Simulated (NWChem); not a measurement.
System: CH7NOSi; SMILES C[SiH](N)O

The following NWChem deck was run.

```
start job
memory heap 200 mb stack 900 mb global 1100 mb
geometry units angstroms noautoz
  Si     0.093578     0.084986    -0.347284
  C      0.339872    -1.702103     0.184783
  N     -1.491200     0.545664     0.184141
  O      1.226779     1.135725     0.287620
  H      0.331970     0.220474    -1.808849
  H     -0.354859    -2.372167    -0.337266
  H      0.186458    -1.834155     1.262713
  H      1.357199    -2.034689    -0.050265
  H     -1.922900     1.401492    -0.143479
  H     -2.188120    -0.165746     0.366486
  H      1.101250     1.327481     1.228566
end
basis spherical
  * library def2-svp
end
dft
  xc becke97-d
  disp vdw 2
  iterations 150
  mulliken
end
task dft energy
```

Geometry: optimised at B3LYP/6-31G* (spherical d).

**Question.** Predict the main results of this run. (B97-D/def2-SVP.) Quantities: energy (Ha); highest occupied level (eV); orbital gap (eV); dipole (D).

**Answer.** 
| Quantity | Value |
|---|---|
| energy (Ha) | -461.53 |
| highest occupied level (eV) | -5.69 |
| orbital gap (eV) | 6.46 |
| dipole (D) | 2.24 |
